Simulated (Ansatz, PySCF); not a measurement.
System: sum formula SiOBr, charge 0, multiplicity 2. It need not be the lowest isomer of its formula. 
Structure (B3LYP-D3(BJ)/def2-TZVP (Ansatz, a first-principles code) minimum search):
```
Si
O 1 1.5259
Br 1 2.2484 2 125.33
```
Charge 0, spin multiplicity 2.

Total electronic energies in hartree. Cores are frozen in the correlated levels unless marked. Open shells are spin-unrestricted. Spin-orbit coupling is left out. The frozen core is the preceding noble-gas configuration, with the filled d and f shells of earlier blocks. Non-relativistic. CBS marks a two-point X^-3 extrapolation of the correlation energy; Hartree-Fock from the larger set. [CCSD(T)-MP2]/basis is that difference in the basis named.

```tsv
level	program	energy (Eh)
PBE-D4/def2-TZVPD	Ansatz + dftd4	…
BP86-D3(BJ)/def2-TZVPD	PySCF + dftd3	-2939.24397
PBE0/def2-TZVP	Ansatz	-2938.42959
MP2/6-31G*	Ansatz	-2936.26403
SCS-MP2/def2-TZVPPD	Ansatz	-2936.74958
CCSD/def2-TZVPP	Ansatz	-2936.77134
CCSD(T)/def2-TZVPPD	Ansatz	-2936.80120
RI-MP2/CBS(def2-TZVPPD,def2-QZVPPD)+[CCSD(T)-MP2]/def2-SVPD	Ansatz	-2936.9253
RI-MP2/CBS(def2-TZVPPD,def2-QZVPPD)+[CCSD(T)-MP2]/def2-TZVPPD	Ansatz	-2936.9344
```

Complete the blanks.


- PBE-D4/def2-TZVPD, energy (Eh): -2938.33291
